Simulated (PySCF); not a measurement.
A side-by-side comparison of computed properties.

First species: C7H9NOSi.
InChI=1S/C7H9NOSi/c1-7(5-9)3-2-4-10-6-8/h2-5H,10H2,1H3/b4-2-,7-3+

Second species: C7H9NOSi.
SMILES: `C/C(C=O)=C/C=C/[SiH2]C#N`

Levels: PBE0/pcSseg-1 for dipole moment, HOMO energy, LUMO energy and HOMO–LUMO gap; GFN2-xTB for rotational constant A and rotational constant C. Geometries: GFN2-xTB. All species are isolated and taken at one optimised geometry, non-relativistic unless stated. Electronic properties by PySCF.

Dipoles, sizes and rotational constants follow the conformer. The torsions of the flexible species, by atom-mapped SMILES:
- `[CH3:1]/[C:2]([CH:3]=[O:4])=[CH:5]\[CH:6]=[CH:7]/[SiH2:8][C:9]#[N:10]`: C1–C2–C3–O4 0°, C2–C5–C6–C7 -176°, C6–C7–Si8–C9 175°
- `[CH3:1]/[C:2]([CH:3]=[O:4])=[CH:5]/[CH:6]=[CH:7]/[SiH2:8][C:9]#[N:10]`: C1–C2–C3–O4 -176°, C2–C5–C6–C7 -178°, C6–C7–Si8–C9 147°

Values for the first species:

| Item | Value |
| --- | --- |
| Dipole moment | 1.51 D |
| HOMO energy | -7.66 eV |
| LUMO energy | -2.92 eV |
| HOMO–LUMO gap | 4.74 eV |
| Rotational constant A | 3.871 GHz |
| Rotational constant C | 0.337 GHz |

(1) Estimate the same properties for the second species, and the change in each.

## Answers

(1) 
| property | first | second | second less first |
| --- | --- | --- | --- |
| dipole moment | 1.51 D | 4.74 D | +3.23 D |
| HOMO energy | -7.66 eV | -7.42 eV | +0.24 eV |
| LUMO energy | -2.92 eV | -2.76 eV | +0.16 eV |
| HOMO–LUMO gap | 4.74 eV | 4.66 eV | -0.08 eV |
| rotational constant A | 3.871 GHz | 2.780 GHz | -1.091 GHz |
| rotational constant C | 0.337 GHz | 0.354 GHz | +0.017 GHz |

On the first: In atomic units the dipole is 0.59 e·bohr (1 au = 2.5417 D). A dipole of 1.51 D is allowed in C1, and pure rotational transitions are dipole-allowed.

On the second: The dipole equals about 15.8 × 10⁻³⁰ C·m (1 D = 3.33564 × 10⁻³⁰ C·m). A dipole of 4.74 D is allowed in C1, and pure rotational transitions are dipole-allowed.
